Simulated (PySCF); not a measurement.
This PySCF input asks for the NMR shieldings of SMILES CO[SiH2]OCC1CC1, C₅H₁₂O₂Si; the geometry comes from PBE0-D3(BJ)/def2-SVP.

```python
import basis_set_exchange as bse
import numpy as np
from pyscf import gto, dft
from pyscf.prop import nmr

atoms = """
C     3.461761    0.623113   -0.642994
O     2.659820   -0.459291   -0.255914
Si    1.596210   -0.413068    1.016385
O     0.392051    0.697921    0.764229
C    -0.561432    0.645645   -0.273826
C    -1.705384   -0.279533    0.033617
C    -2.755355    0.151329    1.011917
C    -3.084912    0.063765   -0.447827
H     4.152473    0.290249   -1.432591
H     4.066906    1.012120    0.196905
H     2.860325    1.458954   -1.042308
H     1.073921   -1.802109    1.111869
H     2.270894    0.044504    2.261407
H    -0.083188    0.351744   -1.227339
H    -0.949000    1.669384   -0.411447
H    -1.443771   -1.343617    0.037403
H    -3.172872   -0.600132    1.686614
H    -2.648796    1.143906    1.458928
H    -3.728224   -0.749632   -0.792355
H    -3.213603    0.998004   -1.002873
"""
names = dict.fromkeys(["C", "O", "Si", "H"], "pcSseg-1")
basis = {el: gto.basis.parse(bse.get_basis(n, elements=[el], fmt="nwchem")) for el, n in names.items()}
mol = gto.M(atom=atoms, basis=basis, charge=0, verbose=0)
mf = dft.RKS(mol, xc="B3LYP")
mf.grids.level = 2
mf.grids.alignment = dft.numint.BLKSIZE   # the property module wants whole blocks of grid points
mf.conv_tol = 1e-9
mf.kernel()

calc = nmr.RKS(mf)   # GIAO
C = mf.mo_coeff
Co = C[:, mf.mo_occ > 0]
resp = mf.gen_response(singlet=True, hermi=2)
def vind(x):   # induced exchange potential for any number of trial vectors
    d = np.einsum("pi,xij,qj->xpq", C, 2 * x.reshape(-1, C.shape[1], Co.shape[1]), Co, optimize=True)
    return np.einsum("xpq,pi,qj->xij", resp(d - d.transpose(0, 2, 1)), C, Co, optimize=True).ravel()
mo1, _ = nmr.rhf.solve_mo1(calc, with_cphf=vind)
sigma = calc.kernel(mo1)
for i, s in enumerate(sigma):   # ppm
    w = np.linalg.eigvalsh((s + s.T) / 2)
    print("%2d %-2s iso %8.1f  s11 %8.1f  s22 %8.1f  s33 %8.1f" % (i, mol.atom_pure_symbol(i), w.mean(), *w))
```

Question: What does it print?

Answer: 
```
 0 C  iso    125.5  s11     96.8  s22    102.0  s33    177.7
 1 O  iso    297.2  s11    226.4  s22    313.4  s33    351.9
 2 Si iso    375.1  s11    358.9  s22    369.0  s33    397.4
 3 O  iso    263.0  s11    216.9  s22    253.4  s33    318.9
 4 C  iso    107.7  s11     73.3  s22    105.5  s33    144.3
 5 C  iso    165.4  s11    129.5  s22    157.9  s33    208.9
 6 C  iso    173.7  s11    141.1  s22    169.4  s33    210.6
 7 C  iso    174.9  s11    147.5  s22    169.2  s33    207.9
 8 H  iso     27.6  s11     23.6  s22     25.2  s33     33.9
 9 H  iso     27.9  s11     24.3  s22     25.3  s33     34.0
10 H  iso     27.6  s11     22.9  s22     26.5  s33     33.5
11 H  iso     26.6  s11     22.8  s22     26.1  s33     31.1
12 H  iso     26.9  s11     23.1  s22     25.2  s33     32.4
13 H  iso     26.8  s11     20.7  s22     29.7  s33     30.1
14 H  iso     28.8  s11     23.0  s22     31.0  s33     32.5
15 H  iso     30.3  s11     23.5  s22     29.5  s33     38.0
16 H  iso     30.9  s11     25.7  s22     26.6  s33     40.4
17 H  iso     31.0  s11     26.2  s22     27.9  s33     38.9
18 H  iso     30.9  s11     25.3  s22     26.8  s33     40.7
19 H  iso     31.3  s11     25.6  s22     28.8  s33     39.6
```

These numbers come from an equivalent density-fitted implementation of the same equations, which agrees with the script to about 0.01 ppm for H and up to a few tenths of a ppm for heavy atoms, so last digits may differ.

Question: Turn these shieldings into chemical shifts. References, each an isolated molecule treated in the same way: $^{13}$C (σ = 179.24 ppm), $^{29}$Si (σ = 337.86 ppm), $^{1}$H (σ = 31.38 ppm) against TMS; H2O for $^{17}$O (σ = 334.04 ppm).

Answer: Averaging equivalent atoms: C 4: 71.5; C 0: 53.7; C 5: 13.8; C 6/7: 5.0; O 3: 71.0; O 1: 36.8; Si 2: -37.2; H 11/12: 4.61; H 8/9/10: 3.71; H 13/14: 3.55; H 15: 1.05; H 16/18: 0.48; H 17/19: 0.21 ppm. Experimental scales use liquid or dissolved standards, which lie at an offset from isolated H2O (liquid H2O: subtract about 36 ppm).

Size and cost of the density-fitted run: 203 basis functions, 24 s wall time on 1 thread of an Intel Xeon 6975P-C, shared host; peak memory 1 GiB.
